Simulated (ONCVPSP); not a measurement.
Plane-wave convergence, ONCV potential for Zn

ONCVPSP 4.0.1 input, shortened (lines: element, Z, core and valence counts, functional; n l f; lmax; l rc ep ncon nbas qcut; lloc lpopt rc5 dvloc0; l nproj debl; icmod fcfact rcfact), PBE, scalar-relativistic:

```
  Zn 30.00    5    2        4      upf
    1    0    2.00
    2    0    2.00
    2    1    6.00
    3    0    2.00
    3    1    6.00
    3    2   10.00
    4    0    1.00
    3
    0    1.70    0.00    3    7    3.50
    1    1.55    0.28    4    7    6.30
    2    1.45    0.00    4    9    9.80
    3    1.35    0.21    3    6    8.70
    4    5    1.20    0.00
    0    1    1.60
    1    1    1.10
    2    1    1.60
    3    2    3.10
    3    5.00    1.25
```

Question: For each optimised wave give the share of its norm inside rc, the residual kinetic energy above qcut (Ha) and the cutoffs (Ha) for errors of 10, 1, 0.1 and 0.01 mHa per electron.

Answer:

```csv
wave,norm inside rc,residual KE,10 mHa,1 mHa,0.1 mHa,0.01 mHa
4s,0.220,1.2e-03,4.0,6.5,26.7,48.2
p projector 1,0.064,4.9e-04,2.2,17.4,52.3,65.3
3d,0.872,9.9e-05,37.3,42.7,49.2,142.4
f projector 1,0.001,5.9e-08,1.4,3.3,9.9,20.2
f projector 2,0.130,2.0e-04,22.3,32.0,40.2,90.1
```

The occupied waves need 43 Ha and 49 Ha for 1 and 0.1 mHa. Rows with under 1 % of the norm inside rc give no meaningful cutoff. Note: ghosts flagged at negative energy: s at -36.8 eV; GHOST(+) flagged for p at 46.7 eV. A true bound ghost makes a file unfit for plane-wave use. 1 of 4 tests not solved or not reliable.
